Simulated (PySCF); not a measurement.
# How methods differ on the ionisation energy of Ni+

Ni+ [Ar] 3d9 (2D) → Ni(2+) [Ar] 3d8 (3F), as a difference of total energies. All numbers are calculated (PySCF 2.14, scalar relativity by spin-free X2C-1e, in x2c-SVPall). Correlated levels: valence: [Ar] frozen. The calculations carry no spin-orbit coupling.

```
           method  ionisation energy (eV)  difference from reference (eV)
              UHF                  15.034                          -3.135
              PBE                  18.940                          +0.771
             MN15                  19.187                          +1.018
    MP2 (valence)                  17.728                          -0.441
SCS-MP2 (valence)                  17.437                          -0.732
```

Reference: 18.169 eV (measured; NIST Atomic Spectra Database, ionization energies).

The reference lies between the lowest fine-structure levels, while these numbers refer to the centres of the terms.

Errors of the correlated levels include the incompleteness of this basis and the frozen core.
